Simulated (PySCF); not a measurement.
SMILES CCC[CH2][Sn]([Cl])([Cl])[Cl] (C4H9Cl3Sn), singlet, GFN2-xTB optimised geometry.

```
17

C     -3.06     0.01    -0.97
C     -1.79    -0.16    -0.16
C     -0.61     0.57    -0.79
C      0.66     0.47     0.00
Sn     1.54    -1.64     0.00
Cl     0.92    -2.96     1.84
Cl     0.92    -2.86    -1.91
Cl     3.89    -1.64     0.00
H     -3.33     1.07    -1.04
H     -3.89    -0.52    -0.51
H     -2.93    -0.37    -1.98
H     -1.55    -1.23    -0.09
H     -1.95     0.21     0.86
H     -0.46     0.21    -1.81
H     -0.86     1.64    -0.87
H      1.47     1.07    -0.41
H      0.52     0.69     1.06
```

Density from B3LYP/def2-SVP, def2 effective core potentials past Kr (PySCF) at that geometry. The core electrons that the potentials of Sn replace are not part of the density.

Minimum of the electron density along straight lines between bonded atoms, close to the bond critical point (lines longer than 1.1 times the sum of covalent radii, or with two minima, are not listed):

```tsv
bond	length / Å	ρ at the minimum / e bohr⁻³	∇²ρ there / e bohr⁻⁵	position (fraction from the first atom)
C1–C2	1.522	0.246	-0.57	0.50
C2–C3	1.525	0.247	-0.57	0.49
C3–C4	1.500	0.255	-0.60	0.48
C4–Sn5	2.287	0.083	0.05	0.49
Sn5–Cl6	2.348	0.079	0.20	0.48
Sn5–Cl7	2.348	0.078	0.20	0.48
Sn5–Cl8	2.346	0.079	0.20	0.48
C1–H9	1.088	0.277	-1.01	0.62
C1–H10	1.087	0.278	-1.03	0.63
C1–H11	1.087	0.278	-1.02	0.62
C2–H12	1.094	0.275	-0.99	0.62
C2–H13	1.092	0.277	-1.00	0.62
C3–H14	1.093	0.278	-1.02	0.63
C3–H15	1.097	0.273	-0.98	0.62
C4–H16	1.087	0.280	-1.05	0.64
C4–H17	1.087	0.280	-1.05	0.64
```
